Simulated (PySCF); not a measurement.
C2H2F2, SMILES C(=C\F)/F. Atoms are numbered in the order given.

```xyz
6

F      0.1268    -1.7698     0.0000
C     -0.3959    -0.5364     0.0000
C      0.3959     0.5364     0.0000
F     -0.1268     1.7698     0.0000
H     -1.4875    -0.5009     0.0000
H      1.4875     0.5009     0.0000
```

Geometry: TPSSh-D3(BJ)/def2-SVP.

The numbers are results of B3LYP/pcJ-1 in PySCF, not measurements.

Isotropic couplings with Fermi-contact, spin-dipole and both spin-orbit terms, one fixed conformer, no vibrational averaging. Isotopes: 13C, 19F, 1H.

Computed spin–spin coupling constants:
| pair | bonds apart | J (Hz) |
|---|---|---|
| F1–C2 | 1 | -330.7 |
| C2–C3 | 1 | 122.8 |
| C2–H5 | 1 | 209.3 |
| C3–F4 | 1 | -330.8 |
| C3–H6 | 1 | 209.3 |
| F1–C3 | 2 | 47.8 |
| F1–H5 | 2 | 80.9 |
| C2–F4 | 2 | 47.8 |
| C2–H6 | 2 | 6.8 |
| C3–H5 | 2 | 6.8 |
| F4–H6 | 2 | 80.9 |
| F1–F4 | 3 | -172.8 |
| F1–H6 | 3 | 1.2 |
| F4–H5 | 3 | 1.2 |
| H5–H6 | 3 | 10.9 |
